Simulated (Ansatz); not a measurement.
Geometry optimisation, Ansatz 0.2.0, RKS PBE0/def2-SVP.

Input file:

```yaml
crystal:
  periodic: [false, false, false]
  atoms:
    - { symbol: Ga, position_ang: [0.0, 0.0, 0.0] }
    - { symbol: Cl, position_ang: [0.0, 0.0, 2.24] }
    - { symbol: H, position_ang: [1.3596, 0.0, -0.785] }
    - { symbol: H, position_ang: [-1.3596, 0.0, -0.785] }
basis:
  gaussian: { orbitals: def2-SVP }
hamiltonian:
  xc: pbe0
relax:
  f_tol: 0.02
  max_steps: 40
output:
  orbitals: {}
```

Launched with:

```bash
$ ansatz run input.yaml --threads 1 --pin off --max-ram 2048MiB --backend cpu --events-out ev --progress --plain --runs-dir out
```

Problem. Where does it end, and by what steps?

Solution. The forces met the threshold. After 3 steps the energy has fallen by 0.097 eV; Cl2 moved furthest, 0.12 Å.

```json
{"step": "0", "energy less start (eV)": "0.0000", "largest force component (eV/Å)": "1.246", "accepted": "yes"}
{"step": "1", "energy less start (eV)": "-0.0885", "largest force component (eV/Å)": "0.266", "accepted": "yes"}
{"step": "2", "energy less start (eV)": "-0.0970", "largest force component (eV/Å)": "0.055", "accepted": "yes"}
{"step": "3", "energy less start (eV)": "-0.0974", "largest force component (eV/Å)": "0.001", "accepted": "yes"}
```

```xyz
4
Properties=species:S:1:pos:R:3
Ga 0.000 0.000 -0.040
Cl 0.000 0.000 2.116
H 1.411 0.000 -0.703
H -1.411 0.000 -0.703
```

Whether the end is a true minimum wasn't checked by a vibrational analysis.

The run took 8.2 s on 1 thread of Intel(R) Xeon(R) Platinum 8259CL CPU @ 2.50GHz (Skylake/Cascade Lake), with other jobs on the host, peak memory 0.13 GiB.
